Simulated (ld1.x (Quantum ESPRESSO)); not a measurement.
# niobium (Nb): one change to an ultrasoft potential, before and after

```
Element                 : niobium (Nb)
Generator               : ld1.x (Quantum ESPRESSO) 7.5
Type                    : ultrasoft
Functional              : LDA (PZ)
Relativity              : non-relativistic
Frozen core             : [Kr]
Valence charge          : 5
Reference configuration : 4d4 5s1 5p0
Partial waves           : 5s (bound): rcut 3.40, rcutus 3.65 bohr; 5s channel at 0.45 Ry: rcut 3.40, rcutus 3.65 bohr; 5p (bound, empty): rcut 3.45, rcutus 3.75 bohr; 5p channel at 4.1 Ry: rcut 3.45, rcutus 3.75 bohr; 4d (bound): rcut 1.40, rcutus 1.70 bohr; 4d channel at 0.25 Ry: rcut 1.40, rcutus 1.70 bohr; 4f channel at 0.05 Ry: rc 3.70 bohr
Local potential         : the f channel
Core correction         : a·sin(br)/r model core, default radius (core density twice the valence density)
Augmentation charge     : PSQ, inside the norm-conserving radii
```

All-electron outer shells of the reference configuration (LDA (PZ), non-relativistic, ld1.x):

```csv
shell,level (eV),outermost node (bohr),outermost maximum (bohr)
4p,-34.01,0.55,1.13
5s,-3.93,1.44,3.15
4d,-3.41,0.55,1.49
5p,-1.21,1.64,4.26
```

Change: scalar-relativistic.

Cutoffs: the cutoffs (Ry, on a coarse ladder) from which the occupation-weighted sum of valence levels, in a spherical-Bessel basis at the reference potential, stays within 10 and 1 mRy of its value at 400 Ry; they do not see the model core or the augmentation charge, which bear on the density cutoff. Errors are all-electron minus pseudo energies relative to the spin-unpolarised reference configuration.

Problem. What does the change do?

Solution. The potential gets neither clearly harder nor softer (35 Ry and 40 Ry → 35 Ry and 40 Ry); of the 9 tests that both files solve, the error grows in 3 and shrinks in 1 by more than 15 % and 0.3 meV (median size 58.5 → 49.9 meV); neither file shows a bound ghost.

```tsv
quantity	base	changed
cutoff, loose	35 Ry	35 Ry
cutoff, tight	40 Ry	40 Ry
bound ghosts	none	none
error for 4d4 5s0 5p0, meV [ΔE 6.58 → 6.92 eV]	-13	-16
error for 4d3 5s0 5p0, meV [ΔE 21.06 → 21.19 eV]	-77	-69
error for 4d2 5s0 5p0, meV [ΔE 46.33 → 46.13 eV]	-513	-458
error for 4d3 5s1 5p1, meV [ΔE 3.11 → 2.82 eV]	-59	-50
error for 4d4 5s0 5p1, meV [ΔE 2.79 → 3.05 eV]	-4.5	-6.0
error for 4d4 5s0.5 5p0, meV [ΔE 2.61 → 2.76 eV]	-2.3	-3.5
error for 4d5 5s0 5p0, meV [ΔE 0.92 → 1.32 eV]	-36	-36
error for 4d4 5s1 5p0 (spin-polarised), meV [ΔE -2.58 → -2.61 eV]	+181	+164
error for 4d4 5s0 5p0 (spin-polarised), meV [ΔE 4.46 → 4.79 eV]	+165	+143
s: phases at 4.03 bohr within 0.05 rad from the reference energy up to (Ry; the scan ends near 5)	1.4	1.4
p: phases at 4.03 bohr within 0.05 rad from the reference energy up to (Ry; the scan ends near 5)	2.0	2.0
d: phases at 4.03 bohr within 0.05 rad from the reference energy up to (Ry; the scan ends near 5)	3.2	3.2
f: phases at 4.03 bohr within 0.05 rad from the reference energy up to (Ry; the scan ends near 5)	1.9	1.9
lowest overlap eigenvalue by channel	s 0.37, p 0.13, d 0.99	s 0.37, p 0.13, d 0.99
```
